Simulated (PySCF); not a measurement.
BrFH2InN. Atoms are numbered in the order given.

```xyz
6

In     0.0315    -0.6041     0.2698
F     -1.4486    -1.7889    -0.2010
Br    -0.0483     1.6318    -0.7557
N      1.3489    -1.2065     1.6692
H      2.2571    -0.7499     1.6320
H      1.4812    -2.2140     1.7242
```

The structure is a stationary point at PBE0-D3(BJ)/def2-SVP. The structure was generated by enumeration; whether it is a known compound was not checked. The def2 effective core potentials stand for the cores of In; spin–orbit coupling is left out. Other conformers were not sampled.

Computed with PySCF with HF/def2-TZVP.

Atomic charges (e):

```json
[
 {"atom": "In1", "Mulliken": "1.34", "Löwdin": "0.38"},
 {"atom": "F2", "Mulliken": "-0.61", "Löwdin": "-0.34"},
 {"atom": "Br3", "Mulliken": "-0.42", "Löwdin": "___"},
 {"atom": "N4", "Mulliken": "-0.84", "Löwdin": "___"},
 {"atom": "H5", "Mulliken": "0.26", "Löwdin": "___"},
 {"atom": "H6", "Mulliken": "0.26", "Löwdin": "___"}
]
```

### Question
Complete the blanks. (Estimate from the structure and the level; the computed values follow.)

### Answer

- Br3, Löwdin: 0.08
- N4, Löwdin: -0.43
- H5, Löwdin: 0.15
- H6, Löwdin: 0.16
